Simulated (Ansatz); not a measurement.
Reaction (cleavage of the Si–Si bond): `O[Si@H](F)[Si@H](O)F` + `N[SiH](O)F` → `O[Si@@H](F)N[Si@@H](O)F` + `O[SiH2]F`

Gas-phase electronic energies from Ansatz, PBE0-D4/def2-TZVP geometries. CCSD(T)/CBS is the MP2 limit (def2-TZVPP, def2-QZVPP) plus CCSD(T) − MP2 in def2-TZVPP, frozen cores. This one scheme is used for every species. Functionals use def2-TZVPP. Each species was taken in one conformer, which may not be the lowest.

```csv
species,r2SCAN-D4 energy (Eh)
`O[Si@H](F)[Si@H](O)F`,-931.73664
`N[SiH](O)F`,-521.86203
`O[Si@@H](F)N[Si@@H](O)F`,-987.17987
`O[SiH2]F`,-466.46153
```

(1) Work out ΔE.

Largest T1 diagnostic among the species: 0.013.

## Answers

(1) ΔE = (-987.17987) + (-466.46153) − (-931.73664) − (-521.86203) = -0.04273 Eh = -112.2 kJ/mol. CCSD(T)/CBS gives -117.8 kJ/mol.

The D4 term adds −3.3 kJ/mol with B3LYP and −1.8 kJ/mol with PBE0; it sums over pairs of atoms, weighted by their polarisabilities, and B3LYP, whose exchange is more repulsive, gets the larger term. In def2-TZVPP, CCSD(T) changes the Hartree–Fock value by +10.3 kJ/mol (the triples alone add +1.5 kJ/mol) and MP2 by +3.6 kJ/mol. From PBE to PBE0 (25 % exact exchange), in def2-TZVPP and without D4, ΔE moves by −11.5 kJ/mol.

B3LYP here is the variant with VWN-RPA as its local correlation; programs differ in this.
